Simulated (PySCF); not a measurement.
NMR problem set

PySCF 2.14 calculation with σ from GIAO-PBE0/pcSseg-1 and geometry from GFN2-xTB; in vacuum, equivalent nuclei averaged, non-relativistic, a single conformation.

Chemical shifts δ = σref − σ; $^{1}$H (σref 31.72), $^{13}$C (σref 186.93) vs TMS, all at this level. Where no couplings were computed, multiplicities follow the n + 1 count of equivalent neighbours, and m marks all less simple cases (inequivalent or close neighbours, rings, F or P nearby). Acid and N–H amide carbonyl carbons lie up to 10 ppm further downfield in solution (hydrogen bonding). Shifts are as computed. Against solution values, carbons near 30 ppm lie about +3 ppm off and those near 130 ppm about +5 ppm. Of 1211 compounds with measured shifts, 218 miss one by over three times the rms of a fit or turn the order of signals round; such compounds aren't used in these exercises. OH and NH positions are gas-phase values without hydrogen bonding to other molecules.

**Question.** CH₈O₃Si₃. $^{1}$H NMR (300 MHz, computed): δ 6.56 (br s, 1H), 5.80 (t, 2H), 5.11 (s, 3H), 4.35 (t, 2H). $^{13}$C{$^{1}$H} NMR (computed): δ 185.1. Give a structure.

**Answer.** `[SiH3]O[SiH2][SiH2]C(=O)O`. The formula gives 1 degree of unsaturation (no ring in the answer). Carbon types of the structure: 1 × C, leaving 8 H on heteroatoms. δC 185.1: carbonyl carbon. δH 6.56: hydrogen on an acid hydroxyl oxygen; exchangeable, gas-phase position. δH 5.80: hydrogen on a silicon bonded to O, Si. δH 5.11: hydrogen on a silicon bonded to O.

The shifts were computed for this structure.

**Question.** C₅H₇N. $^{1}$H NMR (500 MHz, computed): δ 6.64 (m, 1H), 5.52 (m, 1H), 5.47 (m, 1H), 2.33 (m, 2H), 2.28 (m, 2H). $^{13}$C{$^{1}$H} NMR (computed): δ 145.2 (CH), 123.9 (C), 123.8 (CH2), 36.5 (CH2), 19.4 (CH2). Give a structure.

**Answer.** 4-pentenenitrile (SMILES C(C=C)CC#N). Rings plus π bonds: 3 (no ring in the answer). 5 carbon signals for 5 carbons: no two carbons are equivalent. Carbon types of the structure: 1 × C, 1 × CH, 3 × CH2, which accounts for all hydrogens. δC 145.2: alkene CH; as expected for a trigonal carbon in a double bond. δC 123.9: nitrile carbon; C≡N carbons fall here, among the sp2 signals but without a proton. δC 123.8: terminal =CH2 carbon; as expected for a trigonal carbon in a double bond. δH 5.52, 5.47: hydrogen on a terminal =CH2 carbon; olefinic region.

The shifts were computed for this structure.
